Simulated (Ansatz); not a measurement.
Gas-phase electronic energies from Ansatz, PBE0-D4/def2-TZVP geometries. CCSD(T)/CBS is the MP2 limit (def2-TZVPP, def2-QZVPP) plus CCSD(T) − MP2 in def2-TZVPP, frozen cores. This one scheme is used for every species. Functionals use def2-TZVPP. B3LYP here is the variant with VWN-RPA as its local correlation; programs differ in this. For Br outer-core shells are correlated without core-valence functions, which leaves a few kJ/mol of doubt a bond. Scalar relativity is left out up to krypton. One conformer a species, not always the lowest.

Consider the formal exchange of groups at a B–B bond: `BrBB1C=C1` + `C=CCl` → `C=CBBr` + `ClB1C=C1`.

```tsv
level	ΔE (kcal/mol)	difference from CCSD(T)/CBS
LDA (SPW92)	-32.6	2.6
PBE-D4	-32.2	3.0
BLYP-D4	-33.0	2.2
r2SCAN-D4	-34.1	1.1
B3LYP-D4	-34.4	0.8
r2SCANh-D4	-34.6	0.6
BLYP	-32.8	2.4
r2SCAN	-34.1	1.1
r2SCANh	-34.6	0.6
HF/def2-TZVPP	-38.0	-2.8
CCSD(T)/CBS	-35.2	0
```

Q: What do rigid-rotor, harmonic-oscillator terms from PBE0-D4/def2-TZVP frequencies (298.15 K, 1 bar) make of the CCSD(T)/CBS value? (Estimate.)

A: The calculation gave: ΔZPE = +0.7 kcal/mol, ΔH = -34.6 kcal/mol, ΔS = -11 J/(mol·K), ΔG = -33.8 kcal/mol.

Largest T1 diagnostic among the species: 0.012.

From BLYP to BHLYP (50 % exact exchange), in def2-TZVPP and without D4, ΔE moves by −3.5 kcal/mol. Leaving LDA and LC-ωPBE aside and taking each functional with its dispersion term where it has one, the values, not all of them listed here, spread over 4.1 kcal/mol, from BHLYP-D4 to revPBE-D4.

CCSD(T)/CBS has its own doubt, a few kJ/mol and more with outer-core shells, so smaller differences from it don't rank the levels.
